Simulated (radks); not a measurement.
The numbers below are computed, except where a source is named.
Task: Neutral rhenium, 75 electrons, occupied as [Xe] 4f14 5d5 6s2. Code: a radial shooting solver on a logarithmic mesh with Libxc functionals. Model: scalar-relativistic Kohn-Sham, LB94 model potential, spin-polarised, spherical densities, finite nucleus; open shells are filled with parallel spins first (spin-orbit coupling, left out, can overturn this in heavy ions); Fermi nuclear charge, rms radius 5.3698 fm. Some entries of the table are withheld. Estimate them.

orbital  occ.  eigenvalue (eV)  <r^2> (bohr^2)  <1/r> (bohr^-1)
1s down     1        -71884.37       0.0004468            88.81
1s up       1        -71884.36       0.0004468            88.81
2s up       1        -12484.46        0.006853            20.78
2s down     1        -12484.38        0.006853            20.78
2p up       3        -10904.16        0.005684            18.79
2p down     3        -10904.11        0.005684            18.79
3s up       1        -2901.092         0.04442            7.692
3s down     1        -2901.014         0.04442            7.692
3p up       3        -2434.608         0.04519            7.096
3p down     3        -2434.519         0.04519            7.095
3d up       5        -1903.958         0.03744            6.705
3d down     5        -1903.796         0.03745            6.705
4s up       1        -608.0068          0.2196            3.265
4s down     1        -607.7061          0.2197            3.265
4p up       3        -455.6790          0.2502            2.964
4p down     3        -455.4365          0.2504            2.962
4d up       5        -263.9152          0.2895            2.645
4d down     5        -263.7725          0.2900            2.643
5s down     1         -92.0537           1.184            1.311
5s up       1         -91.5527           1.194            1.307
5p down     3         -53.0416           1.610            1.107
5p up       3         -52.8910           1.645            1.097
4f down     7              (1)          0.4113            2.175
4f up       7              (2)          0.4105            2.178
5d up       5         -10.8842             (3)           0.7056
6s up       1         -10.8783           9.593           0.4374
5d down     0          -9.7971             (4)           0.7347
6s down     1          -8.8637           10.47           0.4249

Result: 
(1) 4f down eigenvalue (eV): -50.8037
(2) 4f up eigenvalue (eV): -50.7624
(3) 5d up <r^2> (bohr^2): 4.166
(4) 5d down <r^2> (bohr^2): 3.878
